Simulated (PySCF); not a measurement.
Method: PBE-D3(BJ)/def2-TZVP // TPSSh-D3(BJ)/def2-TZVP run with PySCF 2.14.0. Gas-phase values, no solvent. 

Reference species (SMILES): `[GaH][Br]` (neutral, multiplicity 2).

- dipole moment = 1.74 D

Changed species: `[Br][Ga][Br]` (radical fragment; the reference has radical fragment).

What does the change do to the dipole moment?

the dipole moment falls by 0.36 D, to 1.38 D.
